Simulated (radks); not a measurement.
Problem. Ionisation ladder of scandium, from Sc I to Sc IX. Each ion is in the ground configuration listed by NIST, and IE = E(next ion) - E(this ion). All-electron calculation, Dirac Kohn-Sham, PBE, spin-unpolarised, spherical densities, finite nucleus; open shells fill j = l - 1/2 first; Fermi nuclear charge, rms radius 3.5459 fm. Program: a radial shooting solver on a logarithmic mesh with Libxc functionals.

| species | configuration | IE, Delta-SCF (eV) | -e(HOMO) (eV) | HOMO |
|---|---|---|---|---|
| Sc I | [Ar] 3d1 4s2 | ? | 3.246 | 3d3/2 |
| Sc II | [Ar] 3d1 4s1 | 12.766 | 9.725 | 4s1/2 |
| Sc III | [Ar] 3d1 | ? | 17.928 | 3d3/2 |
| Sc IV | [Ar] | 73.700 | 64.416 | 3p3/2 |
| Sc V | [Ne] 3s2 3p5 | 92.984 | 83.168 | 3p3/2 |
| Sc VI | [Ne] 3s2 3p4 | 113.27 | 102.97 | 3p3/2 |
| Sc VII | [Ne] 3s2 3p3 | ? | 123.72 | 3p3/2 |
| Sc VIII | [Ne] 3s2 3p2 | 157.25 | 146.07 | 3p1/2 |
| Sc IX | [Ne] 3s2 3p1 | ? | 168.54 | 3p1/2 |

Estimate the withheld Delta-SCF values.

Solution. Sc I: 6.895 eV (NIST 6.561); Sc III: 24.891 eV (NIST 24.757); Sc VII: 134.46 eV (NIST 138.0); Sc IX: 180.05 eV (NIST 180.0).

Beside tabulated values, note that spin-unpolarised runs miss the spin-polarisation part of the exchange energy of open shells.
